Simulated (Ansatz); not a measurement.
Relaxation of CH₆BClS (10 atoms, charge 0, multiplicity 1), to a largest force component of 0.03 eV/Å in at most 50 steps.

Computed with Ansatz 0.2.0, RKS PBE/def2-SVP.

```xyz
10
Properties=species:S:1:pos:R:3
B 0.089 -0.190 0.070
Cl 0.075 -0.804 1.800
C 1.433 -0.121 -0.720
H 1.574 -1.117 -1.203
H 1.401 0.624 -1.541
H 2.327 0.052 -0.088
H -1.008 -0.033 -0.418
S -0.179 2.721 1.056
H 1.115 2.654 1.488
H -0.542 1.691 1.910
```

Where does it end, and by what steps?

The run converged. The force dipped under the threshold on the way, but the program's further checks kept it going. After 12 steps the energy has fallen by 0.162 eV; S8 moved furthest, 0.66 Å. Joined: B1–S8 (3.09 → 2.15 Å).

```json
{"step": "0", "energy less start (eV)": "0.0000", "largest force component (eV/Å)": "0.708", "accepted": "yes"}
{"step": "1", "energy less start (eV)": "-0.0233", "largest force component (eV/Å)": "0.440", "accepted": "yes"}
{"step": "2", "energy less start (eV)": "-0.0483", "largest force component (eV/Å)": "0.594", "accepted": "yes"}
{"step": "3", "energy less start (eV)": "-0.0687", "largest force component (eV/Å)": "0.465", "accepted": "yes"}
{"step": "4", "energy less start (eV)": "-0.0928", "largest force component (eV/Å)": "0.636", "accepted": "yes"}
{"step": "5", "energy less start (eV)": "-0.1154", "largest force component (eV/Å)": "0.648", "accepted": "yes"}
{"step": "6", "energy less start (eV)": "-0.1423", "largest force component (eV/Å)": "0.564", "accepted": "yes"}
{"step": "7", "energy less start (eV)": "-0.1545", "largest force component (eV/Å)": "0.214", "accepted": "yes"}
{"step": "8", "energy less start (eV)": "-0.1596", "largest force component (eV/Å)": "0.141", "accepted": "yes"}
{"step": "9", "energy less start (eV)": "-0.1618", "largest force component (eV/Å)": "0.081", "accepted": "yes"}
{"step": "10", "energy less start (eV)": "-0.1602", "largest force component (eV/Å)": "0.120", "accepted": "no"}
{"step": "11", "energy less start (eV)": "-0.1622", "largest force component (eV/Å)": "0.018", "accepted": "yes"}
{"step": "12", "energy less start (eV)": "-0.1624", "largest force component (eV/Å)": "0.014", "accepted": "yes"}
```

```xyz
10
Properties=species:S:1:pos:R:3
B 0.131 0.093 0.220
Cl 0.218 -0.829 1.814
C 1.413 -0.010 -0.722
H 1.456 -1.048 -1.118
H 1.366 0.663 -1.604
H 2.374 0.164 -0.193
H -0.978 0.052 -0.297
S 0.047 2.161 0.787
H 1.102 2.207 1.655
H -0.845 2.024 1.811
```

Time of the run: 26 s on 2 threads of Intel(R) Xeon(R) Platinum 8259CL CPU @ 2.50GHz (Skylake/Cascade Lake), on a shared host, peak memory 0.17 GiB.
